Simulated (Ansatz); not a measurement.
```xyz
6

C    -0.0054   -0.0155   -1.2220
C     0.0196    0.0424    0.2962
N     0.0197   -0.0454    1.4422
H    -0.0057   -1.0570   -1.5982
H    -0.8824    0.4746   -1.5293
H     0.8824    0.4850   -1.5936
```

Basis set: cc-pVDZ (spherical functions). Frozen core: 3 orbitals. Charge 0, multiplicity 1.

Computed with Ansatz (development build ahead of 0.2.0); each method stands on the lowest determinant of its kind that the runs found. Restricted open shells among the atoms or ions are ROHF, correlated in semicanonical orbitals with singles.

**Question.** Give the atomization energy at this shape (free ground-state atoms in the same class of orbitals less the molecule, no zero-point energy) of singlet C2H3N by RHF-MP2, RHF.

**Answer.**

```json
{"method": "RHF-MP2", "atomization energy": "25.04 eV"}
{"method": "RHF", "atomization energy": "18.58 eV"}
```
